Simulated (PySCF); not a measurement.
**Hf(57+): ionisation energy**

Hf(57+) [Ne] 3s2 3p3 [3p1/2^2 3p3/2^1, M_J = 3/2] → Hf(58+) [Ne] 3s2 3p2 [3p1/2^2, M_J = 0], as a difference of total energies. All numbers are calculated (PySCF 2.14, the two-component X2C-1e Hamiltonian, in an even-tempered Gaussian basis (18 s from 17 bohr⁻², ratio 2.4; 14 p from 22 bohr⁻², ratio 2.4; 4 d from 76 bohr⁻², ratio 2.6; 4 f from 110 bohr⁻², ratio 2.6)). Correlated levels: 1s2 frozen; the 48 highest virtual spinors dropped. "Screened" scales the spin-orbit matrix elements by Boettger's factors to mimic the two-electron term; Breit and QED terms are absent.

| method | ionisation energy (eV) |
| --- | --- |
| GHF (spin-free) | 5827.3 |
| GMP2 (spin-free) | 5827.8 |
| GHF (screened spin-orbit) | 5717.4 |
| GMP2 (screened spin-orbit) | 5718.0 |

Breit and QED terms and the two-electron picture change are absent.

The spin-free rows relax to the high-spin LS determinant and lack the spin-orbit shift.

The labels give the starting determinants; with spin-orbit coupling the two ends relaxed to ⟨J²⟩ = 3.75, ⟨L²⟩ = 2.58, ⟨S²⟩ = 1.50 and ⟨J²⟩ = 0.00, ⟨L²⟩ = 1.35, ⟨S²⟩ = 1.35.

For comparison: 5713 ± 6 eV (theoretical estimate listed by NIST; NIST Atomic Spectra Database, ionization energies).
